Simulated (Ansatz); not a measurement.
**Worked example: SiH(CH3)(OH)2 + GaH2(OH) → SiH(OH)3 + GaH2(CH3)**

Gas-phase species: SiH(CH3)(OH)2, singlet; GaH2(OH), singlet; SiH(OH)3, singlet; GaH2(CH3), singlet. The partners trade CH3 for OH: Si–CH3 and Ga–OH bonds give way to Si–OH and Ga–CH3.

Shapes, held fixed at every level: PBE0-D4/def2-TZVP. Flexible molecules stand in one conformer, not always the lowest. Programs: Ansatz 0.2.0. Electronic energies: no zero-point or thermal term.

At CCSD(T)/def2-TZVPP; 1 Eh = 2625.50 kJ/mol:

| species | energy (Eh) |
| --- | --- |
| SiH(CH3)(OH)2 | -481.082453 |
| GaH2(OH) | -2000.413314 |
| SiH(OH)3 | -517.025900 |
| GaH2(CH3) | -1964.481514 |

Task: Work out ΔE of the reaction at this level.

Result: 
1. Products less reactants: (-517.025900) + (-1964.481514) − [(-481.082453) + (-2000.413314)] = -0.011647 Eh = -30.6 kJ/mol.

Other levels give -33.0 (CCSD/def2-TZVPP) to -14.9 kJ/mol (MP2/def2-SVP). No measured value is set beside it here. Relativity is left out for Ga. Outer-core shells of Ga are correlated, in sets that cover them unevenly.
